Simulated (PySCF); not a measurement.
## Ar: excitation energy

Ar [Ar] (1S) → Ar [Ne] 3s1 3p6 4p1 (3P), as a difference of total energies. Computed with PySCF 2.14 in aug-cc-pV(T+d)Z with one added diffuse shell each of s, p, d, f type (7s6p5d3f, 71 functions), with no relativity, point nucleus. Correlated levels: valence: [Ne] frozen. The calculations carry no spin-orbit coupling.

| method | excitation energy (eV) |
| --- | --- |
| UHF | 30.546 |
| LDA | 27.137 |
| PBE | 27.107 |
| PBE0 | 28.234 |
| r2SCAN | 28.281 |
| BHandHLYP | 29.248 |
| MN15 | 27.645 |
| r2SCANh | 28.567 |
| B2PLYP | 28.352 |
| MP2 (valence) | 29.329 |
| SCS-MP2 (valence) | 29.060 |

Question: How much does correlation contribute at MP2 (valence)?

Answer: 29.329 − (30.546) = -1.217 eV, measured against UHF.

The upper state lies above the first ionisation limit, where it may autoionise and the basis confines it. A Rydberg-like electron needs more diffuse functions than a valence basis has.

The promoted electron is Rydberg-like, and one or two diffuse shells describe it only roughly, which tends to raise the upper state.
